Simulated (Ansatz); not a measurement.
AlGaH₃NO (`[NH2][Al]1[O][GaH]1`), relaxed with RKS PBE0-D4/def2-TZVP in Ansatz from a GFN2-xTB geometry. The force threshold is 0.005 eV/Å; the program also tests the step.

The species carries charge 0 and has multiplicity 1.

Start:

```xyz
7

N    -0.786    0.622   -1.665
Al   -0.357    0.004   -0.060
O    -0.576   -0.556    1.450
Ga    1.487   -0.576    1.563
H    -1.748    0.776   -1.946
H    -0.178    0.861   -2.438
H     2.157   -1.130    3.097
```

```tsv
step	energy (eV)	largest force (eV/Å)	largest move (Å)
1	-62549.9762	1.600	0.000
2	-62550.3096	1.286	0.200
3	-62550.4423	0.762	0.101
4	-62550.5105	0.289	0.191
5	-62550.5173	0.188	0.029
6	-62550.5188	0.046	0.012
7	-62550.5190	0.027	0.005
8	-62550.5192	0.005	0.010
```

End:

```xyz
7

N    -0.772    0.602   -1.631
Al   -0.005    0.053   -0.148
O    -0.507   -0.498    1.387
Ga    1.348   -0.612    1.637
H    -1.768    0.668   -1.773
H    -0.275    0.896   -2.456
H     1.980   -1.109    2.983
```

Hardware: 2 threads of an AMD EPYC 7R13 on a shared host. Wall time 33 s, peak host memory 0.62 GiB.
